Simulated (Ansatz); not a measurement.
The same group exchange along the group O, S, Se.

Gas-phase electronic energies from Ansatz, PBE0-D4/def2-TZVP geometries. CCSD(T)/CBS adds triple-zeta CCSD(T) − MP2 to the extrapolated MP2 energy (def2 sets, frozen cores). This one scheme is used for every species. Functionals use def2-TZVPP. B3LYP here is the variant with VWN-RPA as its local correlation; programs differ in this. For Ga, Se outer-core shells are correlated without core-valence functions, which leaves a few kJ/mol of doubt a bond. Scalar relativity is left out up to krypton. Each species was taken in one conformer, which may not be the lowest.

| reaction | B3LYP-D4 (kcal/mol) | HF/CBS(def2) (kcal/mol) | B2PLYP (kcal/mol) | r2SCAN-D4 (kcal/mol) | CCSD(T)/CBS(def2) (kcal/mol) |
| --- | --- | --- | --- | --- | --- |
| `[OH][Ga]([F])[Cl]` + `NBF` → `NB(O)F` + `[F][GaH][Cl]` | -15.7 | -17.0 | -14.4 | -15.9 | -14.7 |
| `[F][Ga]([SH])[Cl]` + `NBF` → `NB(F)S` + `[F][GaH][Cl]` | 7.3 | 8.3 | 7.7 | 6.4 | 7.8 |
| `[F][Ga]([Cl])[SeH]` + `NBF` → `NB(F)[SeH]` + `[F][GaH][Cl]` | 12.9 | 14.0 | 13.0 | 11.7 | 12.5 |

Largest T1 diagnostic: 0.014, for `[OH][Ga]([F])[Cl]`.
